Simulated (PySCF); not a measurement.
# Hartree-Fock beside MP2: BH3NOSi

These are calculations, not measurements. The program is PySCF 2.14.0, an open-source quantum chemistry code, run on an isolated molecule that a program drew, which may never have been made. The molecule is BH3NOSi (charge 0, doublet), drawn as the SMILES string `[BH]N=[SiH]O`.

The geometry was optimised and harmonic frequencies were computed with HF and MP2, all in the cc-pV(D+d)Z basis, for the commonest isotopes, with a restricted reference for singlets and an unrestricted one otherwise, and a frozen core in MP2. Each result is a local minimum of its method.

Geometry at the HF minimum:
```xyz
7
BH3NOSi, angstrom
B    -1.8819    1.4378    0.6373
N    -0.8908    2.1795    0.5162
Si    0.4229    3.2195    0.1833
O     1.8144    2.7013    0.9063
H    -2.8126    0.7358    0.7586
H     0.1698    4.5672    0.7349
H     2.1086    1.8190    0.7360
```

Lengths of the bonds as drawn, in Å (atoms numbered as above):
```
bond,HF,MP2
B1-N2,1.244,1.271
N2-Si3,1.708,1.732
Si3-O4,1.652,1.671
B1-H5,1.172,1.180
Si3-H6,1.478,1.481
O4-H7,0.945,0.967
```

Rotational constants, in GHz:
| constant | HF | MP2 |
|---|---|---|
| A | 21.57 | 21.65 |
| B | 3.615 | 3.473 |
| C | 3.158 | 3.057 |

Harmonic frequencies in cm^-1, each column in rising order, so a row needn't be the same motion in every method:
| rank | HF | MP2 |
|---|---|---|
| 1 | 134 | 120 |
| 2 | 181 | 170 |
| 3 | 207 | 234 |
| 4 | 371 | ? |
| 5 | 721 | 671 |
| 6 | 768 | 709 |
| 7 | 818 | 719 |
| 8 | 831 | 726 |
| 9 | 839 | 799 |
| 10 | 910 | 873 |
| 11 | 926 | 908 |
| 12 | 1968 | 1829 |
| 13 | 2298 | 2269 |
| 14 | 2988 | 2906 |
| 15 | 4174 | 3887 |

**Estimate the missing MP2 frequency from the HF column.**

A single factor s that minimises the squared misfit of MP2 against s times HF over the other rows is sum(HF x MP2) / sum(HF^2) = 0.9477, with an rms misfit of 46 cm^-1. For rank 4 it gives 0.9477 x 371 = 352 cm^-1. The calculation gives 346 cm^-1, 6 cm^-1 below the estimate. The drawn bonds are on average 1.3 % longer in MP2 than in HF.
